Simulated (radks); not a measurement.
Values are calculated unless marked as measured or tabulated.
Br, 35 electrons, occupied as [Ar] 3d10 4s2 4p5.

Level of theory: scalar-relativistic Kohn-Sham, PBE, spin-unpolarised, spherical densities, point nucleus (a radial shooting solver on a logarithmic mesh with Libxc functionals).

Energy parts (eV):
| part | energy |
|---|---|
| total | -70924.104 |
| kinetic | 72458.699 |
| electron-nucleus | -171019.116 |
| Hartree | 30142.175 |
| exchange-correlation | -2505.863 |

Orbitals (lengths in bohr, moments of r in powers of bohr; <r^-3> diverges for s and p1/2; r(max) is where P^2 peaks; r(90%) holds 90 % of the orbital's charge):
orbital,occ.,eigenvalue (eV),r(max),<r^2>,<r^-3>,r(90%)
1s,2,-13318.13,0.02791,0.002461,-,0.0764
2s,2,-1733.101,0.1592,0.04236,-,0.293
2p,6,-1528.558,0.1274,0.03350,1356,0.270
3s,2,-238.0751,0.4841,0.3498,-,0.821
3p,6,-173.4920,0.4812,0.3728,196.8,0.861
3d,10,-66.7180,0.4311,0.4326,23.27,0.973
4s,2,-20.1345,1.420,3.221,-,2.50
4p,5,-7.8597,1.669,5.235,14.32,3.27

The highest occupied level is 4p at -7.860 eV. Summed over all electrons, <r^2> = 40.17 bohr^2, which gives a Langevin (diamagnetic) susceptibility term of -31.8 x 10^-6 cm^3/mol. The density falls to 0.001 e/bohr^3 at r = 4.16 bohr.
